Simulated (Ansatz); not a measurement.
`C[O][Al]([F])[F]` + CH₃NH₂ → `C[NH][Al]([F])[F]` + CH₃OH at 298.15 K and 1 bar (ligand exchange at the Al–O bond).

Program: Ansatz. Geometries: PBE0-D4/def2-TZVP. ΔE: electronic, gas phase. CBS: MP2 limit from def2 TZ/QZ plus the TZ coupled-cluster correction, frozen cores. This one scheme is used for every species. Each species was taken in one conformer, which may not be the lowest.

```
            species  CCSD(T)/CBS energy (Eh)  H − E (kJ/mol)  S (J/(mol·K))
 `C[O][Al]([F])[F]`               -556.83340           145.0          346.3
             CH₃NH₂                -95.75281           180.0          240.4
`C[NH][Al]([F])[F]`               -536.95512           177.5          340.0
              CH₃OH               -115.61712           146.3          238.2
```

H − E and S are ideal-gas, rigid-rotor, harmonic terms from PBE0-D4/def2-TZVP, for one conformer and one mirror image of each species. 1 Eh = 2625.50 kJ/mol, R = 8.31446 J/(mol·K).

Task: By hand: ΔE, ΔH, ΔS and ΔG.

Result: ΔE = (-536.95512) + (-115.61712) − (-556.83340) − (-95.75281) = 0.01397 Eh = 36.7 kJ/mol. Δ(H − E) = 177.5 + 146.3 − 145.0 − 180.0 = -1.2, so ΔH = 35.5 kJ/mol. ΔS = 340.0 + 238.2 − 346.3 − 240.4 = -8.5 J/(mol·K). ΔG = 35.5 − 298.15 × (-8.5)/1000 = 38.0 kJ/mol.

Task: By hand: the equilibrium constant, and the temperature at which ΔG would vanish if ΔH and ΔS stayed fixed.

Result: log₁₀ K = −ΔG/(RT ln 10) = -6.7. ΔH and −TΔS have one sign here, so there is no such temperature.

The number of gas molecules stays the same, so ΔS is small and ΔH decides. A doubt of 5 kJ/mol in ΔE shifts log₁₀ K by 0.9 here. Other conformers and mirror images would add mixing entropy, several J/(mol·K) or more a flexible species. These are equilibria of isolated gas molecules and say nothing of rates. Largest T1 diagnostic: 0.012 (customary marks: 0.02 for closed shells, 0.045 for open ones).

ΔS is within the doubt of such terms, so its sign, and with it that verdict, could turn.
